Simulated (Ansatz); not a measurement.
Consider the ligand exchange at a Ge–C bond: `[GeH3]/[CH]=C1\CS1` + `NBS` → `NB[S][GeH3]` + `C=C1CS1`.

Gas-phase electronic energies from Ansatz, PBE0-D4/def2-TZVP geometries. CBS: MP2 limit from def2 TZ/QZ plus the TZ coupled-cluster correction, frozen cores. Functionals use def2-TZVPP. For Ge outer-core shells are correlated without core-valence functions, which leaves a few kJ/mol of doubt a bond. Scalar relativity is left out up to krypton. One conformer a species, not always the lowest.

| level | ΔE (kJ/mol) |
| --- | --- |
| CAM-B3LYP-D4 | -47.9 |
| SCS-MP2/def2-TZVPP | -46.1 |

(1) What does CCSD(T)/CBS give? (Best estimate.)

Largest T1 diagnostic among the species: 0.013.

Answers

(1) Computed: -47.2 kJ/mol. The listed levels differ from it by -0.7, 1.1 kJ/mol.

Leaving LDA and LC-ωPBE aside and taking each functional with its dispersion term where it has one, the values, not all of them listed here, spread over 4.5 kJ/mol, from BHLYP-D4 to CAM-B3LYP-D4. LDA lies +4.6 kJ/mol from PBE without D4. At CCSD(T), def2-SVP lies +3.2 kJ/mol from the extrapolated value and def2-TZVPP +1.8 kJ/mol.
